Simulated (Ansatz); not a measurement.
`[NH2][GeH]1[CH]=[CH]1`. Total charge 0; spin multiplicity 1.

Cartesian coordinates in Å:
```
N -1.674 -0.539 0.345
Ge 0.042 -0.500 -0.317
C 1.342 0.535 0.605
C 0.913 1.182 -0.469
H -1.853 -1.339 0.938
H -2.379 -0.527 -0.381
H 0.467 -1.683 -1.197
H 2.039 0.729 1.413
H 1.103 2.142 -0.936
```

**Question.** List the harmonic frequencies (cm⁻¹, unscaled) at PBE0-D4/def2-TZVP in Ansatz. (Estimate.)

**Answer.** The calculation gave: 90i, 215, 230, 491, 567, 624, 640, 657, 710, 758, 897, 934, 958, 1107, 1565, 1584, 2142, 3180, 3208, 3545, 3636.

**Question.** Is this a minimum?

**Answer.** No: 1 imaginary mode, so it is a saddle point.
